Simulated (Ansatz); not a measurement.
A nudged elastic band was laid between two geometries of CH4BF + H2S (10 atoms, charge 0, multiplicity 1).

Computed with Ansatz 0.2.0, RHF/def2-SVP.

```yaml
movable_images: 7
climbing_image: yes
spring: 5.0 eV/Å²
optimiser: quadratic models (default)
start_path: through a guess of the saddle point
force_threshold: 0.05 eV/Å
iteration_limit: 60
end_points: relaxed
```

Initial state:

```xyz
10
Properties=species:S:1:pos:R:3
B 0.115 -0.413 -0.098
F 0.124 -0.794 1.170
C 1.468 -0.217 -0.872
H 1.618 -1.086 -1.524
H 1.429 0.659 -1.522
H 2.331 -0.141 -0.209
H -0.963 -0.312 -0.616
S -0.183 2.788 1.281
H 1.043 2.765 1.809
H -0.708 2.008 2.228
```

Final state:

```xyz
10
Properties=species:S:1:pos:R:3
B 0.127 0.809 -0.408
F -0.482 -0.677 2.400
C 1.477 0.120 -0.820
H 1.461 -0.908 -0.443
H 1.543 0.046 -1.909
H 2.378 0.608 -0.447
H -0.927 0.432 -0.833
S -0.028 2.207 0.738
H 1.256 2.399 1.054
H -0.531 0.222 2.313
```

(1) Which bonds break or form, and what moves?

(2) Give the energies along the band, and the barrier.

(3) What is the geometry of the highest image?

Results:

(1) Bonds broken: B1–F2, S8–H10. Bonds formed: B1–S8, F2–H10. CH4BF + H2S becomes CH5BS + FH.

(2) The run converged. The highest image is number 5 of 0 to 8, 2.00 eV above the first end and 1.22 eV above the last; the last end lies 0.78 eV above the first. Neighbouring images differ by up to 1.3 eV, so the band resolves the path poorly. A vibrational analysis at the climbing image gives one clearly imaginary mode, 1597i cm⁻¹: a first-order saddle point. The orbitals stay closed-shell, which can raise the energy where a bond breaks towards radicals; this wasn't checked here.

```json
{"image": "0", "path coordinate (Å)": "0.00", "energy (eV)": "0.00", "B1–F2 (Å)": "1.32", "S8–H10 (Å)": "1.33", "B1–S8 (Å)": "3.50"}
{"image": "1", "path coordinate (Å)": "0.55", "energy (eV)": "0.00", "B1–F2 (Å)": "1.32", "S8–H10 (Å)": "1.33", "B1–S8 (Å)": "3.47"}
{"image": "2", "path coordinate (Å)": "1.09", "energy (eV)": "0.03", "B1–F2 (Å)": "1.33", "S8–H10 (Å)": "1.33", "B1–S8 (Å)": "3.25"}
{"image": "3", "path coordinate (Å)": "1.64", "energy (eV)": "0.16", "B1–F2 (Å)": "1.34", "S8–H10 (Å)": "1.33", "B1–S8 (Å)": "2.89"}
{"image": "4", "path coordinate (Å)": "2.19", "energy (eV)": "0.74", "B1–F2 (Å)": "1.38", "S8–H10 (Å)": "1.35", "B1–S8 (Å)": "2.41"}
{"image": "5", "path coordinate (Å)": "2.73", "energy (eV)": "2.00", "B1–F2 (Å)": "1.59", "S8–H10 (Å)": "1.62", "B1–S8 (Å)": "2.05"}
{"image": "6", "path coordinate (Å)": "3.49", "energy (eV)": "1.00", "B1–F2 (Å)": "2.33", "S8–H10 (Å)": "2.21", "B1–S8 (Å)": "1.85"}
{"image": "7", "path coordinate (Å)": "4.25", "energy (eV)": "0.79", "B1–F2 (Å)": "3.01", "S8–H10 (Å)": "2.55", "B1–S8 (Å)": "1.82"}
{"image": "8", "path coordinate (Å)": "5.01", "energy (eV)": "0.78", "B1–F2 (Å)": "3.23", "S8–H10 (Å)": "2.58", "B1–S8 (Å)": "1.81"}
```

(3) 
```xyz
10
Properties=species:S:1:pos:R:3:forces:R:3
B 0.007 0.315 0.025 0.00 0.00 0.00
F -0.066 -0.353 1.470 0.00 0.00 0.00
C 1.403 0.026 -0.658 0.00 0.00 0.00
H 1.467 -1.031 -0.931 0.00 0.00 0.00
H 1.507 0.606 -1.578 0.00 0.00 0.00
H 2.254 0.254 -0.012 0.00 0.00 0.00
H -1.034 0.099 -0.521 0.00 0.00 0.00
S -0.185 2.142 0.942 0.00 0.00 0.00
H 1.105 2.439 1.131 0.00 0.00 0.00
H -0.184 0.758 1.776 0.00 0.00 0.00
```

Run time: 4 min on 1 thread of Arm Neoverse V2, on a shared host, peak memory 0.16 GiB.
